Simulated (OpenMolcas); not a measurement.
**Au⁺: from CASSCF to CASPT2**

```
Program             : OpenMolcas
Basis               : ANO-R3 [9s7p6d4f2g2h]
Scalar Hamiltonian  : X2C, finite nucleus
Active space        : 10 electrons in 6 orbitals (5d 6s)
State averaging     : 2S+1 = 1 even, 6 roots; 2S+1 = 3 even, 5 roots kept (CI in the orbitals of an earlier block)
Spin-orbit coupling : state interaction with AMFI integrals over the reference wave functions, term energies averaged over their components
```

Methods on the same reference wave functions:
A. CASSCF
B. SS-CASPT2, IPEA 0.25 Eh, imaginary shift 0.1 Eh (closed shells correlated: 5s 5p)

Energies in eV above 5d¹⁰ ¹S₀, the measured ground level; measured values from NIST Handbook of Basic Atomic Spectroscopic Data.

| Level | A | B | Measured |
| --- | --- | --- | --- |
| 5d¹⁰ ¹S₀ | 0.0000 | 0.0000 | 0.0000 |
| 5d⁹ 6s ³D₃ | 1.1790 | 1.689 | 1.8647 |
| 5d⁹ 6s ³D₂ [57 %] | 1.5570 | 1.975 | 2.1872 |
| 5d⁹ 6s ³D₁ | 2.7388 | 3.249 | 3.4425 |
| 5d⁹ 6s ¹D₂ [57 %] | 3.1273 | 3.493 | 3.6726 |

Deviations, from unrounded energies. A percentage is the sum of absolute deviations over the sum of measured energies, with the sign that they share, or ± where signs differ.

```json
{"Against measurement": "mean absolute deviation (cm-1)", "Levels": "4", "A": "5200", "B": "1500"}
{"Against measurement": "other configurations (%)", "Levels": "4", "A": "-23.0", "B": "-6.8"}
```

B lies closest to measurement on these levels. The largest miss of B in the table is 5d⁹ 6s ³D₂ [57 %], by -1700 cm-1. The ranking rests on the paired levels alone, and a cruder setting can come out closer through cancelling errors.

The lowest spin-free term lies below A's lowest term by 0.659 hartree in B.

CASPT2 breaks the degeneracy within a term, and the mean is taken; among the terms shown or strongly mixed into the levels shown the widest spread is 40 cm-1 (5d⁹ 6s ¹D, B). Terms from blocks run as CI alone lack orbitals of their own. A single d shell beside an s shell can misplace configurations of different d count against each other. Without dynamic correlation excited terms often stand tens of per cent too high (terms of higher spin than the ground term too low), and those without a measured partner can miss by more than the paired ones (holds for A). Measured partners are found by configuration, term and J. A level has none where our copy of the source lacks it or the pairing is in doubt (some pairs that miss far off the trend of their configuration count as doubtful), and it then counts in no deviation. Where the source uses jj or jK labels, the order within each J decides. Levels of configurations outside the active space are missing.

A share in square brackets marks a mixed level and gives the weight of the term that names it, the lowest over the columns.
